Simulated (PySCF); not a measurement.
## Two-component Hartree-Fock for Sb (antimony, neutral)

Start: [Kr] 4d10 5s2 5p2 6s1; 5p3/2 filled at m_j = +1/2, +3/2; 6s1/2 filled at m_j = +1/2. Calculated with PySCF 2.14 in x2c-SVPall-2c with one added diffuse shell each of s, p type (7s9p4d, 54 functions): generalised Hartree-Fock with the X2C-1e Hamiltonian and a Gaussian nucleus; one run each with spin-orbit coupling (SO) switched off, then screened by Boettger's factors. This is a chosen level, not necessarily the ground level.

```csv
spinor shell,electrons,"ε, spin-free (eV)","ε, screened SO (eV)",weight of nominal j (screened SO),"rms radius, screened SO (bohr)"
1s1/2,2,-30641.8,-30638.9,1.000,0.0326
2s1/2,2,-4759.0,-4758.2,1.000,0.133
2p1/2,2,-4266.8,-4441.9,1.000,0.115
2p3/2,4,-4266.8,-4187.2,1.000,0.120
3s1/2,2,-975.99,-975.79,1.000,0.352
3p1/2,2,-811.35,-844.60,1.000,0.345
3p3/2,4,-811.35,-796.14,1.000,0.356
3d3/2,4,-560.46,-566.21,1.000,0.330
3d5/2,6,-560.46,-556.45,1.000,0.333
4s1/2,2,-179.82,-179.80,1.000,0.841
4p1/2,2,-126.90,-133.06,1.000,0.894
4p3/2,4,-126.90,-124.10,1.000,0.921
4d3/2,4,-47.630,-48.410,0.990,1.11
4d5/2,6,-47.630,-47.114,0.993,1.11
5s1/2,2,-19.838,-19.859,0.999,2.36
5p3/2,2,-11.628,-11.541,0.677,2.96
6s1/2,1,-2.875,-2.865,1.000,6.26
```

```csv
quantity,spin-free,screened SO
E (hartree),-6476.28699,-6477.90841
M_J,5/2,5/2
⟨J²⟩,8.759,8.755
⟨L²⟩,2.006,2.426
⟨S²⟩,3.753,3.477
```

Each row is a mean over spinors that exchange with the open shell spreads, by up to 3.976 eV (5s1/2).

Rows whose weight is well below 1 are mixtures of j = l ± 1/2: exchange outweighs spin-orbit coupling there, and the label is only the starting occupation.

Breit and QED terms are absent; they matter most for the inner s and p1/2 levels.

Densities and radii are taken from the X2C orbitals without a picture-change correction, which distorts them close to the nucleus.

Without spin-orbit coupling the j labels of p, d and f shells carry no meaning; the spin-free column gives the mean over the occupied spinors of each nl shell.
